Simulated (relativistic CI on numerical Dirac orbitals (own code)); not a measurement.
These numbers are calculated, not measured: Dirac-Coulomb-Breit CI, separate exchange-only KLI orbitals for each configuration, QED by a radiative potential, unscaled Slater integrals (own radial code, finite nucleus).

Configurations in the expansion (outside the closed core 1s2): 2s2 2p5, 2s 2p6, 2p6 3s, 2p6 3p, 2p6 3d, 2s2 2p4 3s, 2s2 2p4 3p, 2s2 2p4 3d, 2s 2p5 3s, 2s 2p5 3p, 2s 2p5 3d, 2s2 2p4 4s, 2s2 2p4 4p, 2s2 2p4 4d, 2s2 2p4 4f, 2s 2p5 4s, 2s 2p5 4p, 2s 2p5 4d, 2s 2p5 4f, 2s2 2p3 3s2, 2s2 2p4 5s, 2s2 2p3 3s 3p, 2s2 2p4 5p, 2s2 2p4 5d, 2s2 2p4 5f, 2s2 2p4 5g, 2s2 2p3 3p2, 2s2 2p3 3s 3d, 2s2 2p3 3p 3d, 2s 2p4 3s2, 2s2 2p3 3d2, 2s 2p4 3s 3p, 2s 2p5 5s, 2s 2p4 3p2, 2s 2p4 3s 3d, 2s 2p5 5p. Levels of other configurations are missing.

At this charge energies of transitions that change n are usually good to better than 1 %, and those within a shell (Δn = 0) to a few per cent.

Outline of the computed level scheme of Rh XXXVII. Lowest level of each configuration: 2s2 2p5 2P°_3/2 at 0.00 eV; 2s 2p6 2S_1/2 at 390.69 eV; 2s2 2p4 3s 4P_5/2 at 2878.41 eV; 2s2 2p4 3p 4P°_3/2 at 2945.10 eV; 2s2 2p4 3d 4D_3/2 at 3065.14 eV.

Some strong electric-dipole decays among the lowest 45 levels: 2s2 2p4 3d 2D_5/2 → 2s2 2p5 2P°_3/2 (1.3e+14 s⁻¹); 2s2 2p4 3d 2D_5/2 → 2s2 2p5 2P°_3/2 (1.2e+14 s⁻¹); 2s2 2p4 3d 2D_3/2 → 2s2 2p5 2P°_3/2 (1.2e+14 s⁻¹); 2s2 2p4 3d 2P_1/2 → 2s2 2p5 2P°_3/2 (9.3e+13 s⁻¹); 2s2 2p4 3d 2D_3/2 → 2s2 2p5 2P°_3/2 (6.9e+13 s⁻¹); 2s2 2p4 3d 4F_5/2 → 2s2 2p5 2P°_3/2 (6.0e+13 s⁻¹); 2s2 2p4 3s 2P_3/2 → 2s2 2p5 2P°_3/2 (2.4e+13 s⁻¹); 2s2 2p4 3s 2S_1/2 → 2s2 2p5 2P°_1/2 (2.3e+13 s⁻¹).

LS names give the leading component of a level, which can be under half, so a name can repeat, a term be missing and a line seem to break the LS rules.
